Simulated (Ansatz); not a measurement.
Geometry optimisation, Ansatz, RKS PBE0/def2-SVP.

input.yaml

```yaml
crystal:
  periodic: [false, false, false]
  atoms:
    - { symbol: Ga, position_ang: [-0.896, 0.7461, -0.0641] }
    - { symbol: "N", position_ang: [0.4393, -1.0672, 0.0212] }
    - { symbol: Cl, position_ang: [-1.6459, 1.008, -1.9831] }
    - { symbol: Cl, position_ang: [-1.8928, 1.0228, 1.7362] }
    - { symbol: H, position_ang: [1.3443, -0.0893, 0.1148] }
    - { symbol: Cl, position_ang: [1.548, 1.655, 0.1377] }
    - { symbol: H, position_ang: [0.4805, -1.6549, 0.8458] }
    - { symbol: H, position_ang: [0.6226, -1.6205, -0.8084] }
basis:
  gaussian: { orbitals: def2-SVP }
hamiltonian:
  xc: pbe0
relax:
  f_tol: 0.15
  max_steps: 25
  restrain:
    - { distance: [0, 5], at: 3.54, k: 30.0 }
    - { distance: [4, 1], at: 2.32, k: 30.0 }
    - { distance: [0, 1], at: 1.93, k: 30.0 }
    - { distance: [4, 5], at: 1.33, k: 30.0 }
output:
  orbitals: {}
```

Launched with:

```bash
$ ansatz run input.yaml --threads 2 --pin off --max-ram 3072MiB --backend cpu --events-out ev --progress --plain --runs-dir out
```

Where does it end, and by what steps?

The forces met the threshold. The restraints hold the end off the free minimum. After 8 steps the energy has risen by 0.199 eV (the restraints' own energy left out); H5 moved furthest, 0.81 Å. Joined: H5–Cl6 (1.76 → 1.31 Å).

```csv
step,energy less start (eV),largest force component (eV/Å),accepted
0,0.0000,3.883,yes
1,0.7941,3.018,yes
2,0.7600,2.898,yes
3,0.3972,1.726,yes
4,0.2968,1.431,yes
5,0.2761,1.194,yes
6,0.2322,1.216,yes
7,0.2030,1.067,yes
8,0.1990,0.988,yes
```

```xyz
8
Properties=species:S:1:pos:R:3
Ga -1.080 0.233 -0.078
N 0.245 -1.110 0.008
Cl -1.706 0.981 -1.971
Cl -1.966 0.961 1.716
H 1.886 0.512 0.153
Cl 2.075 1.813 0.171
H 0.208 -1.707 0.830
H 0.338 -1.682 -0.828
```

The run took 42 s on 2 threads of Arm Neoverse V1 (shared host), peak memory 0.31 GiB.
